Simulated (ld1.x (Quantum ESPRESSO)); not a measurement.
## Al (Z = 13): one change to a PAW potential, before and after

ld1.x (Quantum ESPRESSO) 7.5 input, shortened:

```
&input
   title='Al', zed=13., rel=1, dft='PZ', iswitch=3,
   config='[Ne] 3s1.5 3p1.5'
 /
 &inputp
   pseudotype=3, lpaw=.true., tm=.true., lloc=-2, rcloc=1.80,
   nlcc=.true., new_core_ps=.true., rcore=1.25,
   which_augfun='PSQ', rmatch_augfun_nc=.true.
 /
4
3S  1  0   1.50   0.00  1.40  1.85  0.0
3S  1  0   0.00   0.10  1.40  1.85  0.0
3P  2  1   1.50   0.00  1.55  1.80  0.0
3P  2  1   0.00   4.70  1.55  1.80  0.0
 &test
   configts(1)='3s1.5 3p1.5'
 /
```

All-electron outer shells of the reference configuration (LDA (PZ), scalar-relativistic, ld1.x):

| shell | level (eV) | outermost node (bohr) | outermost maximum (bohr) |
| --- | --- | --- | --- |
| 2s | -108.41 | 0.17 | 0.50 |
| 2p | -70.62 | – | 0.43 |
| 3s | -8.27 | 0.80 | 2.06 |
| 3p | -3.11 | 0.82 | 2.58 |

Change: functional PBE.

Cutoffs: the cutoffs (Ry, on a coarse ladder) from which the occupation-weighted sum of valence levels, in a spherical-Bessel basis at the reference potential, stays within 10 and 1 mRy of its value at 400 Ry; they do not see the model core or the augmentation charge, which bear on the density cutoff. Errors are all-electron minus pseudo energies relative to the spin-unpolarised reference configuration.

Q: Predict the effect on cutoff, ghosts and configuration errors.

A: Both files are so soft that the ladder of cutoffs tells neither apart; the number of tests with a reliable result goes from 9 to 7; of the 7 tests that both files solve, the error grows in 0 and shrinks in 2 by more than 15 % and 0.3 meV (median size 0.5 → 0.4 meV); neither file shows a bound ghost.

| quantity | base | changed |
| --- | --- | --- |
| cutoff, loose | 8 Ry | 8 Ry |
| cutoff, tight | 12 Ry | 12 Ry |
| bound ghosts | none | none |
| error for 3s2 3p1, meV [ΔE -2.55 → -2.55 eV] | -0.2 | -0.2 |
| error for 3s2 3p0, meV [ΔE 3.30 → 3.22 eV] | -0.5 | -0.4 |
| error for 3s1 3p0, meV [ΔE 22.67 → 22.44 eV] | -21 | -15 |
| error for 3s1 3p2, meV [ΔE 2.60 → 2.59 eV] | -0.4 | -0.4 |
| error for 3s0 3p3, meV [ΔE 7.95 → 7.90 eV] | -2.3 | -2.5 |
| error for 3s1 3p1, meV [ΔE 9.11 → 9.03 eV] | -2.2 | -1.6 |
| error for 3s2 3p1.3, meV [ΔE -3.15 → -3.12 eV] | -0.2 | -0.1 |
| s: phases at 2.00 bohr within 0.05 rad from the reference energy up to (Ry; the scan ends near 5) | 4.7 | 4.9 |
| p: phases at 2.00 bohr within 0.05 rad from the reference energy up to (Ry; the scan ends near 5) | to the end of the scan | to the end of the scan |
| lowest overlap eigenvalue by channel | s 0.49, p 0.74 | s 0.49, p 0.74 |
